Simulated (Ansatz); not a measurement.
The cluster W4⁻. Charge -1, multiplicity 2. Geometry PBE0-D4/def2-SVPD.

Cartesian coordinates in Å:
```
W -0.0297 0.7809 1.1447
W -0.6916 1.4399 -1.0000
W 0.6840 -1.4425 1.0016
W 0.0372 -0.7783 -1.1462
```

In the def2 sets W takes a core potential; there is no spin–orbit coupling. At PBE-D4/def2-SVPD, PBE-D4/def2-TZVPD, r2SCAN-D4/def2-TZVPD, BHLYP-D4/def2-TZVPD and others the charge -1 doublet is spin-contaminated (final ⟨S²⟩ up to 3.75, 0.75 for a pure state). At PBE-D4/def2-SVPD, PBE-D4/def2-TZVPD, r2SCAN-D4/def2-TZVPD the highest occupied level of the charge -1 doublet lies above zero (up to 0.62 eV). It is a level of β spin, whose loss leaves a triplet; that state wasn't run at this geometry and level. The electron is either unbound and held by the finite basis, or the level is raised by self-interaction error. The geometry of the doublet was relaxed on an unsound state (⟨S²⟩ 2.80, where a pure state has 0.75). At PBE0-D4/def2-TZVPD a quartet of charge -1 lies 0.13 eV below the doublet, each at its own geometry. That quartet is doubtful there (⟨S²⟩ 4.95, where a pure state has 3.75). Another isomer (doublet) lies 0.10 eV lower at PBE-D4/def2-TZVPD.

Question: Estimate the α-spin orbital energies around the gap (eV) in Ansatz with PBE-D4/def2-SVPD, PBE-D4/def2-TZVPD, r2SCAN-D4/def2-TZVPD, BHLYP-D4/def2-TZVPD, ωB97X-V/def2-TZVPD.

Answer: 
| orbital | PBE-D4/def2-SVPD | PBE-D4/def2-TZVPD | r2SCAN-D4/def2-TZVPD | BHLYP-D4/def2-TZVPD | ωB97X-V/def2-TZVPD |
| --- | --- | --- | --- | --- | --- |
| HOMO−13 | -35.21 | -35.27 | -36.44 | -40.13 | -40.37 |
| HOMO−12 | -3.75 | -3.77 | -3.89 | -5.21 | -6.61 |
| HOMO−11 | -2.69 | -2.71 | -3.04 | -4.36 | -5.71 |
| HOMO−10 | -2.24 | -2.26 | -2.34 | -3.78 | -4.85 |
| HOMO−9 | -2.01 | -2.05 | -2.19 | -3.55 | -4.76 |
| HOMO−8 | -1.88 | -1.92 | -2.13 | -3.54 | -4.72 |
| HOMO−7 | -1.39 | -1.41 | -1.65 | -3.31 | -4.41 |
| HOMO−6 | -1.22 | -1.27 | -1.52 | -3.14 | -4.35 |
| HOMO−5 | -1.06 | -1.10 | -1.50 | -2.85 | -3.99 |
| HOMO−4 | -0.87 | -0.91 | -1.47 | -2.82 | -3.97 |
| HOMO−3 | -0.83 | -0.90 | -1.27 | -2.36 | -3.40 |
| HOMO−2 | 0.33 | 0.24 | -0.39 | -2.12 | -3.07 |
| HOMO−1 | 0.36 | 0.30 | -0.20 | -1.92 | -2.87 |
| HOMO | 0.53 | 0.47 | 0.33 | -0.33 | -1.41 |
| LUMO | 0.91 | 0.80 | 1.09 | 2.07 | 2.84 |
| LUMO+1 | 1.49 | 1.41 | 1.58 | 2.65 | 3.46 |
| LUMO+2 | 1.57 | 1.47 | 1.64 | 2.90 | 3.78 |
| LUMO+3 | 1.75 | 1.60 | 1.96 | 3.01 | 3.80 |
| LUMO+4 | 1.85 | 1.65 | 2.04 | 3.09 | 3.81 |
| LUMO+5 | 2.02 | 1.91 | 2.26 | 3.17 | 3.84 |
| β HOMO | 0.62 | 0.57 | 0.34 | -1.17 | -2.10 |
| β LUMO | 1.09 | 0.98 | 1.18 | 2.27 | 3.01 |
